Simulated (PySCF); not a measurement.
PySCF input for Al(All)(F)(OH) (C₃H₆AlFO), SMILES C=C[CH2][Al]([OH])[F], PBE-D3(BJ)/def2-SVP. The structure is a stationary point at PBE-D3(BJ)/def2-SVP. One conformer was computed; it need not be the lowest.

```python
import numpy as np
from pyscf import gto, scf, dft, df
from pyscf.hessian import thermo

mol = gto.M(
    atom='''
    Al    0.35921399    0.49646144    0.48844509
    C    -0.09732603   -1.39294607    0.64974731
    C    -1.05505145   -1.31521731   -0.50637355
    C    -0.71991360   -1.25895798   -1.81914790
    H    -0.57537005   -1.70245905    1.59597296
    H     0.78963260   -2.02183817    0.43540342
    H    -2.12248028   -1.19531718   -0.24159698
    H     0.32636515   -1.35760825   -2.15595452
    H    -1.48742969   -1.12895467   -2.59629005
    F     1.69253480    0.94715911   -0.43426008
    O    -0.63613511    1.69843039    1.19525639
    H    -0.51048546    2.64303154    1.01361354
    ''',
    basis='def2-SVP',
    charge=0,
    spin=0,
    max_memory=1600,
    verbose=3,
)
mf = dft.RKS(mol, xc='pbe').density_fit(auxbasis='def2-universal-jkfit')
mf.disp = 'd3bj'
mf.grids.level = 3
mf.conv_tol = 1e-11
mf.max_cycle = 100
mf.kernel()

# [left out here: the lines that compute and print the analytic Hessian (its translational invariance restored by hand, since the grid's response is missing), thermochemistry and intensities]
```

Log of the run:

```
converged SCF energy = -534.772356066566

WARN: DFTD3 does not support analytical Hessian, using finite difference


WARN: Mole.unit (angstrom) is changed to Bohr

Mode                                 0                   1                   2
Irrep
Freq [cm^-1]                       35.1095             65.9316            141.8595
Reduced mass [au]                   4.3296              5.2772              2.2732
Force const [Dyne/A]                0.0031              0.0135              0.0270
Char temp [K]                      50.5147             94.8609            204.1043
Normal mode                   x     y     z       x     y     z       x     y     z
       0  Al                -0.03 -0.03 -0.02   -0.03  0.01  0.02    0.03 -0.02 -0.02
       1   C                 0.02 -0.03  0.06   -0.06  0.02  0.02   -0.03 -0.00  0.04
       2   C                 0.04  0.02  0.05    0.02 -0.01 -0.05    0.00  0.15  0.02
       3   C                 0.07  0.18  0.06    0.12 -0.04 -0.02    0.04 -0.04  0.02
       4   H                 0.01 -0.04  0.05   -0.13  0.05 -0.00   -0.09  0.08  0.03
       5   H                 0.02 -0.03  0.06   -0.05  0.00  0.11   -0.10 -0.10  0.05
       6   H                 0.03 -0.06  0.03   -0.00 -0.03 -0.13    0.03  0.44  0.00
       7   H                 0.08  0.27  0.07    0.14 -0.02  0.06    0.02 -0.34  0.05
       8   H                 0.08  0.22  0.06    0.17 -0.07 -0.08    0.09  0.12  0.00
       9   F                -0.03 -0.06 -0.05   -0.08 -0.03 -0.08   -0.00  0.04 -0.04
      10   O                -0.02 -0.02 -0.05    0.07  0.04  0.10   -0.04 -0.10  0.01
      11   H                -0.05 -0.02 -0.11    0.09  0.04  0.09   -0.10 -0.08  0.04
Mode                                 3                   4                   5
Irrep
Freq [cm^-1]                      192.9795            229.9520            240.5855
Reduced mass [au]                   2.9516              4.7259              7.3482
[...]
Reduced mass [au]                   4.9592              1.3625              3.7754
Force const [Dyne/A]                1.9393              0.5925              1.8169
Char temp [K]                    1172.1458           1236.1051           1300.3295
Normal mode                   x     y     z       x     y     z       x     y     z
       0  Al                -0.04 -0.11  0.03    0.00 -0.01  0.00   -0.08  0.05  0.06
       1   C                 0.03  0.05 -0.01   -0.01  0.00 -0.01    0.05 -0.02  0.04
       2   C                -0.02 -0.00 -0.01   -0.00 -0.05 -0.00   -0.02  0.01 -0.02
       3   C                -0.01 -0.01 -0.01    0.01  0.14  0.01   -0.04  0.00 -0.04
       4   H                 0.08  0.21  0.06    0.01  0.02  0.01   -0.09 -0.05 -0.04
       5   H                 0.09  0.12  0.08    0.05  0.06  0.03    0.09 -0.01  0.17
       6   H                -0.00  0.03  0.03    0.01  0.02  0.01    0.01 -0.03  0.11
       7   H                 0.01  0.01  0.04   -0.07 -0.62 -0.01    0.04 -0.03  0.22
       8   H                 0.04  0.08 -0.04   -0.05 -0.56 -0.04    0.16 -0.00 -0.24
       9   F                 0.09  0.03 -0.06    0.00  0.00 -0.00    0.06  0.02 -0.04
      10   O                -0.04  0.08  0.03   -0.00  0.00  0.00    0.06 -0.09 -0.04
      11   H                -0.19  0.11  0.13   -0.01  0.01  0.01    0.11 -0.10 -0.08
Mode                                15                  16                  17
Irrep
Freq [cm^-1]                      912.9247            965.8956            985.7772
Reduced mass [au]                   2.6598              1.4445              1.1658
Force const [Dyne/A]                1.3061              0.7940              0.6675
Char temp [K]                    1313.4954           1389.7087           1418.3139
Normal mode                   x     y     z       x     y     z       x     y     z
       0  Al                -0.05  0.02  0.04   -0.03  0.01  0.02   -0.01 -0.02  0.00
       1   C                -0.07  0.01 -0.12    0.05  0.02  0.10    0.04  0.09  0.01
       2   C                 0.05 -0.02  0.04   -0.07 -0.02 -0.03    0.01  0.04  0.00
       3   C                 0.06 -0.01  0.09    0.04  0.01 -0.04   -0.00 -0.00  0.01
       4   H                -0.06  0.14 -0.08    0.38  0.05  0.29   -0.20 -0.25 -0.22
       5   H                -0.10 -0.03 -0.11   -0.23 -0.26 -0.29   -0.24 -0.27 -0.12
       6   H                 0.03  0.05 -0.07   -0.13  0.11 -0.32   -0.06 -0.58 -0.04
       7   H                -0.05  0.03 -0.24   -0.03  0.01 -0.28   -0.05 -0.37 -0.02
       8   H                -0.23  0.01  0.38   -0.09 -0.03  0.07    0.01  0.27  0.05
       9   F                 0.04  0.01 -0.03    0.01  0.00 -0.01    0.01  0.00 -0.00
      10   O                 0.03 -0.04 -0.02    0.01 -0.02 -0.01   -0.00  0.01  0.00
      11   H                 0.04 -0.05 -0.04    0.01 -0.02 -0.01   -0.01  0.01  0.01
Mode                                18                  19                  20
Irrep
Freq [cm^-1]                      999.5108           1152.1289           1267.4899
Reduced mass [au]                   1.3430              1.5975              1.2322
Force const [Dyne/A]                0.7905              1.2494              1.1663
Char temp [K]                    1438.0735           1657.6570           1823.6357
Normal mode                   x     y     z       x     y     z       x     y     z
       0  Al                -0.00 -0.02 -0.00    0.01  0.00 -0.01   -0.00  0.00  0.00
       1   C                 0.04  0.10  0.01    0.09 -0.02  0.00   -0.01  0.01  0.00
       2   C                 0.01 -0.09 -0.00   -0.13  0.03 -0.03   -0.08  0.00  0.02
       3   C                -0.01  0.01  0.02    0.06 -0.01  0.04    0.08 -0.00 -0.06
       4   H                -0.25 -0.35 -0.28   -0.22 -0.14 -0.19    0.04 -0.04  0.01
       5   H                -0.21 -0.24 -0.06    0.29  0.11  0.43   -0.06 -0.05  0.01
       6   H                 0.09  0.52  0.05   -0.18  0.03 -0.21    0.10 -0.05  0.79
       7   H                 0.03  0.20  0.08   -0.03  0.02 -0.22   -0.01  0.02 -0.38
       8   H                 0.01 -0.14 -0.03   -0.14 -0.01  0.23    0.03 -0.01 -0.01
       9   F                 0.00  0.00 -0.00   -0.00 -0.00  0.00    0.00 -0.00  0.00
      10   O                -0.00  0.01  0.00   -0.00 -0.00  0.00    0.00 -0.00 -0.00
      11   H                -0.01  0.01  0.01    0.00 -0.00 -0.00    0.00 -0.00 -0.00
Mode                                21                  22                  23
Irrep
Freq [cm^-1]                     1358.8409           1384.4836           1621.4206
Reduced mass [au]                   1.1103              1.1997              4.6619
Force const [Dyne/A]                1.2079              1.3549              7.2212
Char temp [K]                    1955.0695           1991.9637           2332.8633
Normal mode                   x     y     z       x     y     z       x     y     z
       0  Al                 0.00  0.00  0.00   -0.00 -0.00  0.00   -0.00  0.00 -0.00
       1   C                 0.04 -0.03  0.03   -0.04  0.03 -0.06    0.00 -0.01  0.03
       2   C                -0.01 -0.02  0.07    0.02  0.01  0.08    0.02  0.01 -0.20
       3   C                -0.01  0.00  0.02   -0.02 -0.00  0.03   -0.04 -0.01  0.17
       4   H                -0.46  0.29 -0.13    0.31 -0.24  0.03    0.06  0.02  0.07
       5   H                 0.07  0.20 -0.43   -0.04 -0.14  0.41   -0.01 -0.00 -0.04
       6   H                -0.06  0.02 -0.12   -0.04 -0.00 -0.20    0.12 -0.01  0.15
       7   H                -0.12  0.03 -0.38   -0.15  0.04 -0.40   -0.16  0.02 -0.16
       8   H                 0.29 -0.01 -0.30    0.35 -0.02 -0.36    0.20 -0.02 -0.03
       9   F                -0.00  0.00 -0.00    0.00  0.00 -0.00    0.00 -0.00  0.00
      10   O                -0.00  0.00 -0.00   -0.00  0.00  0.00    0.00 -0.00  0.00
      11   H                -0.00  0.00  0.00   -0.00  0.00  0.00    0.00 -0.00 -0.00
Mode                                24                  25                  26
Irrep
Freq [cm^-1]                     3017.5162           3063.4270           3070.8319
Reduced mass [au]                   1.0601              1.0797              1.0713
Force const [Dyne/A]                5.6872              5.9699              5.9524
Char temp [K]                    4341.5340           4407.5894           4418.2434
Normal mode                   x     y     z       x     y     z       x     y     z
       0  Al                -0.00 -0.00  0.00    0.00 -0.00  0.00   -0.00 -0.00  0.00
       1   C                -0.04  0.05 -0.02   -0.01 -0.00  0.01   -0.00  0.00  0.00
       2   C                 0.00  0.00  0.00    0.07 -0.01 -0.02    0.03 -0.00 -0.02
       3   C                 0.00 -0.00 -0.00    0.00  0.00 -0.02   -0.03  0.00  0.06
       4   H                -0.23 -0.13  0.43    0.06  0.04 -0.12    0.02  0.01 -0.04
       5   H                 0.66 -0.47 -0.17    0.03 -0.03 -0.01    0.03 -0.02 -0.01
       6   H                -0.03  0.00  0.01   -0.84  0.09  0.21   -0.34  0.04  0.09
       7   H                -0.01  0.00  0.00   -0.26  0.02  0.08    0.72 -0.07 -0.23
       8   H                 0.01 -0.00  0.01    0.19 -0.03  0.19   -0.34  0.06 -0.33
       9   F                 0.00 -0.00 -0.00    0.00  0.00 -0.00   -0.00 -0.00 -0.00
      10   O                -0.00 -0.00 -0.00   -0.00  0.00 -0.00   -0.00  0.00 -0.00
      11   H                -0.00  0.00 -0.00   -0.00  0.00 -0.00   -0.00  0.00  0.00
Mode                                27                  28                  29
Irrep
Freq [cm^-1]                     3107.2211           3175.7456           3810.6194
Reduced mass [au]                   1.1063              1.1158              1.0675
Force const [Dyne/A]                6.2933              6.6300              9.1332
Char temp [K]                    4470.5994           4569.1909           5482.6329
Normal mode                   x     y     z       x     y     z       x     y     z
       0  Al                -0.00  0.00  0.00   -0.00  0.00  0.00    0.00 -0.00 -0.00
       1   C                -0.06  0.00  0.07    0.00  0.00  0.00   -0.00 -0.00  0.00
       2   C                -0.01  0.00  0.00   -0.01  0.00  0.00    0.00 -0.00 -0.00
       3   C                 0.00 -0.00 -0.00   -0.09  0.01 -0.03   -0.00 -0.00  0.00
       4   H                 0.35  0.23 -0.69    0.00  0.00 -0.01    0.00 -0.00 -0.00
       5   H                 0.38 -0.28 -0.09    0.00 -0.00  0.00    0.00  0.00  0.00
       6   H                 0.15 -0.01 -0.04    0.08 -0.01 -0.02    0.00  0.00  0.00
       7   H                -0.01  0.00  0.00    0.49 -0.05 -0.17   -0.00  0.00  0.00
       8   H                -0.01  0.00 -0.01    0.54 -0.09  0.55   -0.00  0.00 -0.00
       9   F                 0.00 -0.00 -0.00   -0.00 -0.00 -0.00    0.00 -0.00 -0.00
      10   O                 0.00 -0.00 -0.00    0.00  0.00 -0.00    0.01  0.06 -0.01
      11   H                 0.00  0.00 -0.00   -0.00 -0.00 -0.00   -0.11 -0.94  0.17
temperature 298.1500 [K]
pressure 101325.00 [Pa]
Rotational constants [GHz] 3.81346 2.03683 1.69688
Symmetry number 1
Zero-point energy (ZPE) 0.08340 [Eh]   218966.217 [J/mol]
                           tot       elec      trans        rot        vib
Entropy [J/mol/K]       379.780      0.000    166.676    115.442     97.662
Cv [J/mol/K]            118.396      0.000     12.472     12.472     93.453
Cp [J/mol/K]            126.710      0.000     20.786     12.472     93.453
Internal energy [J/mol]                      3718.434   3718.434 233679.136
Internal energy [Eh]   -534.68052  -534.77236
Enthalpy [J/mol]                             6197.391   3718.434 233679.136
Enthalpy [Eh]          -534.67958
Gibbs free energy [J/mol]                  -43497.181 -30700.546 204561.208
Gibbs free energy [Eh] -534.72270
mode   freq/cm-1   IR/(km/mol)
   1       35.11         3.908
   2       65.93         0.115
   3      141.86         0.451
   4      192.98         4.213
   5      229.95        42.240
   6      240.59        34.510
   7      342.03       137.286
   8      408.04         0.149
   9      547.25        17.400
  10      590.35       106.293
  11      652.93        33.778
  12      689.85        31.737
  13      814.68        95.353
  14      859.14        41.186
  15      903.77        59.637
  16      912.92        55.013
  17      965.90        21.255
  18      985.78        64.627
  19      999.51        15.946
  20     1152.13        20.810
  21     1267.49         1.027
  22     1358.84         4.831
  23     1384.48         4.561
  24     1621.42        29.943
  25     3017.52         1.096
  26     3063.43         7.877
  27     3070.83         0.592
  28     3107.22         1.861
  29     3175.75         3.957
  30     3810.62        76.968
max |gradient| / (hartree/bohr): 0.00030625409503465576
APT charges: [ 1.4014 -0.4061  0.1018 -0.2029  0.0388  0.0244  0.0269  0.0401  0.048
 -0.5707 -0.7893  0.2874]
```

Self-consistency was reached.

Cost: around 100 core-seconds (rough).
